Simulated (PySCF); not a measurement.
BeCl, SMILES [Cl][Be+], charge +1. Coordinates come from a PBE-D3(BJ)/def2-TZVPD optimisation. The spin state was assumed, not searched.

All values below come from PBE-D3(BJ)/def2-TZVPD (PySCF 2.14.0).

Harmonic wavenumbers (cm⁻¹): 984. Rotational constants (GHz): 23.45 (linear); symmetry number 1.

### Question
Work out the zero-point energy and the ideal-gas rigid-rotor harmonic-oscillator thermochemistry at 298.15 K and 1 atm.

### Answer
ZPE = ½ Σ hcν = ½ × 984 cm⁻¹ = 5.88 kJ/mol. H − E(el) = 14.66 kJ/mol. Entropy in J/(mol K): translation 156.07, rotation 54.70, vibration 0.42, total 211.19. G − E(el) = -48.30 kJ/mol. Cp = 30.75 J/(mol K).
